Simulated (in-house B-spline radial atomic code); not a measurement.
# LDA VWN5 excitations of Cu II (Cu+)

Method: LDA VWN5. Computed with an all-electron radial atomic-structure program (B-spline basis): linear response of the closed shell [Ar] 3d10 with the functional's adiabatic kernel; non-relativistic, point nucleus, no spin-orbit coupling, no double excitations, S, P, D and F terms only. Only terms of natural parity with L up to 3 were computed.

Without relativity these are model numbers for so heavy an element.

Command:
```bash
python run_td.py task.json out
```
Settings (radii: box in bohr, nucleus in fm):
```
Z                        29
electrons                28
configuration            [Ar] 3d10
hamiltonian              nr
method                   lda,vwn
box_radius               41.61
intervals                57
```

Time taken, with all properties: 1.3 s on 1 thread of Arm Neoverse N1, with other jobs on the host.

The lowest states, in the order of their Tamm-Dancoff energies; the method's threshold (minus the highest occupied level) is 14.104 eV. Labels give the largest channel, * marks a mixed state, and oscillator strengths are full-response dipole values. Semilocal kernels can invert the small singlet-triplet splittings of Rydberg terms. Energies in eV:

| state | full response | Tamm-Dancoff | oscillator strength |
| --- | --- | --- | --- |
| 3d → 4s 3D | 1.957 | 1.991 | - |
| 3d → 4s 1D | 2.431 | 2.449 | - |
| 3d → 4p 3P | 7.197 | 7.219 | - |
| 3d → 4p 3F | 7.339 | 7.348 | - |
| 3d → 4p 1F | 7.452 | 7.456 | - |
| 3d → 4p 1P | 8.015 | 8.091 | 0.359 |
| 3d → 5s 3D | 11.086 | 11.088 | - |
| 3d → 5s 1D | ? | ? | - |
| 3d → 4d 3S | 12.054 | 12.062 | - |
| 3d → 5p 3P | 12.087 | 12.090 | - |
| 3d → 5p 3F | 12.104 | 12.105 | - |
| 3d → 5p 1F | ? | ? | - |
| 3d → 4d 3D | 12.162 | 12.163 | - |
| 3d → 4d 1D | 12.192 | 12.196 | - |
| 3d → 5p 1P | 12.186 | 12.196 | 0.024 |
| 3d → 4d 1S | 12.435 | 12.475 | - |

Q: Where does 3d → 5p 1F lie?

A: At 12.117 eV in full response, 12.118 eV in Tamm-Dancoff.

Q: Where does 3d → 5s 1D lie?

A: At 11.119 eV in full response, 11.121 eV in Tamm-Dancoff.

Q: How large is the singlet-triplet splitting of 3d → 4s (D terms) in Tamm-Dancoff?

A: 0.459 eV, from the unrounded values.

Q: What polarisabilities and dispersion coefficient does the method give?

A: Dipole 7.887 bohr³, quadrupole 63.22 bohr⁵, C6 26.73 hartree·bohr⁶ for two such species.
